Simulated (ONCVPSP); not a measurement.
indium: excitation energies, all-electron against ONCV

- Element: In (Z = 49)
- Generator: ONCVPSP 4.0.1
- Type: optimised norm-conserving Vanderbilt (ONCV)
- Functional: LDA (Perdew-Zunger)
- Relativity: scalar-relativistic
- Frozen core: [Kr]
- Valence charge: 13
- Reference configuration: 4d10 5s2 5p1
- Partial waves: 5s: rc 2.05 bohr, ncon 4, nbas 7, qcut 2.5 1/bohr, 1 projector; 5p: rc 2.10 bohr, ncon 3, nbas 7, qcut 4.2 1/bohr, 2 projectors, debl 1.2 Ha; 4d: rc 1.20 bohr, ncon 4, nbas 7, qcut 8.7 1/bohr, 2 projectors, debl 0.4 Ha
- Local potential: polynomial inside 1.15 bohr (lpopt 5, dvloc0 0 Ha)
- Core correction: none

In the d channel the program set the typed energies aside and used -0.688, 0.250 Ha.

Energies are relative to the spin-unpolarised reference configuration 4d10 5s2 5p1; without spin polarisation the order of configurations can differ from experiment. Not all tests gave a result: 1 of 4 tests not solved or not reliable.

```csv
valence configuration,charge,ΔE all-electron (eV),error AE − PS (meV)
4d10 5s2 5p0,+1,5.594,-1.3
4d10 5s1 5p0,+2,25.255,+2.7
4d10 5s0 5p3,0,12.162,-2.3
```

Note: ghosts flagged at negative energy: s at -187.8 eV, p at -3.5 eV; no localised positive-energy state flagged. A true bound ghost makes a file unfit for plane-wave use.
